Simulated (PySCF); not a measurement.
**Assignment exercise: C5H11FOSi**

Molfile (atoms numbered from 1):
```
C5H11FOSi
     RDKit          3D

 19 18  0  0  0  0  0  0  0  0999 V2000
    3.1985   -1.1243   -0.0598 C   0  0  0  0  0  0  0  0  0  0  0  0
    1.8703   -0.7054    0.0068 O   0  0  0  0  0  0  0  0  0  0  0  0
    1.2693    0.7667    0.3013 Si  0  0  0  0  0  4  0  0  0  0  0  0
   -0.5888    0.5041    0.2532 C   0  0  0  0  0  0  0  0  0  0  0  0
   -1.4410    1.7224    0.4543 C   0  0  0  0  0  0  0  0  0  0  0  0
   -1.1412   -0.6892    0.0545 C   0  0  0  0  0  0  0  0  0  0  0  0
   -2.6138   -0.9413    0.0124 C   0  0  0  0  0  0  0  0  0  0  0  0
   -2.8819   -2.2734   -0.1911 F   0  0  0  0  0  0  0  0  0  0  0  0
    3.3973   -1.8194    0.7592 H   0  0  0  0  0  0  0  0  0  0  0  0
    3.3585   -1.6390   -1.0095 H   0  0  0  0  0  0  0  0  0  0  0  0
    3.8946   -0.2872    0.0107 H   0  0  0  0  0  0  0  0  0  0  0  0
    1.6944    1.2816    1.6113 H   0  0  0  0  0  0  0  0  0  0  0  0
    1.6938    1.7363   -0.7192 H   0  0  0  0  0  0  0  0  0  0  0  0
   -2.0580    1.9080   -0.4251 H   0  0  0  0  0  0  0  0  0  0  0  0
   -2.1110    1.5890    1.3036 H   0  0  0  0  0  0  0  0  0  0  0  0
   -0.8287    2.6010    0.6339 H   0  0  0  0  0  0  0  0  0  0  0  0
   -0.5245   -1.5623   -0.0912 H   0  0  0  0  0  0  0  0  0  0  0  0
   -3.1009   -0.6637    0.9568 H   0  0  0  0  0  0  0  0  0  0  0  0
   -3.0967   -0.3948   -0.8089 H   0  0  0  0  0  0  0  0  0  0  0  0
  1  2  1  0
  2  3  1  0
  3  4  1  0
  4  5  1  0
  4  6  2  0
  6  7  1  0
  7  8  1  0
  1  9  1  0
  1 10  1  0
  1 11  1  0
  3 12  1  0
  3 13  1  0
  5 14  1  0
  5 15  1  0
  5 16  1  0
  6 17  1  0
  7 18  1  0
  7 19  1  0
M  END
```

[PySCF: structure optimised with GFN2-xTB; σ from GIAO-PBE0/pcSseg-1; isolated molecule; no relativistic terms; fast rotation and ring inversion assumed for equivalent nuclei; a single conformation]

Referencing at the same level of theory: ¹³C, ¹H against TMS.

(1) Assign these signals to the numbered atoms. ¹³C{¹H} NMR (computed): δ 153.8 (CH), 133.9 (C), 86.8 (CH2), 53.3 (CH3), 14.4 (CH3).

(2) Assign these signals to the numbered atoms. ¹H NMR (300 MHz, computed): δ 6.89 (m, 1H), 5.47 (m, 2H), 4.92 (s, 2H), 3.89 (s, 3H), 1.49 (s, 3H).

Results:

(1) 
| δ (ppm) | atoms | environment | reason |
| --- | --- | --- | --- |
| 153.8 | C6 | alkene CH | as expected for a trigonal carbon in a double bond |
| 133.9 | C4 | fully substituted alkene carbon | as expected for a trigonal carbon in a double bond |
| 86.8 | C7 | allylic sp3 CH2 bonded to F | deshielded by the electronegative neighbour |
| 53.3 | C1 | methyl carbon bonded to O | the inductive effect lowers its shielding |
| 14.4 | C5 | allylic methyl carbon | aliphatic region, no heteroatom directly attached |

(2) 
6.89 → H17, hydrogen on an alkene CH: olefinic region
5.47 → H18/H19, hydrogen on an allylic sp3 CH2 bonded to F: its carbon carries F, an electronegative neighbour
4.92 → H12/H13, hydrogen on a silicon bonded to C, O
3.89 → H9/H10/H11, hydrogen on a methyl carbon bonded to O: its carbon carries O, which withdraws density
1.49 → H14/H15/H16, hydrogen on an allylic methyl carbon: allylic position

Splittings by ¹⁹F in the carbon and heteronuclear signals aren't shown, as no couplings were computed. Shifts are as computed. Against solution values, carbons near 30 ppm lie about +3 ppm off and those near 130 ppm about +5 ppm. Of 1309 compounds with measured shifts, 239 miss one by over three times the rms of a fit or turn the order of signals round; such compounds aren't used in these exercises. Multiplicities follow the n + 1 count of equivalent neighbours, as no J values were calculated; m marks all less simple cases, F and P coupling included.
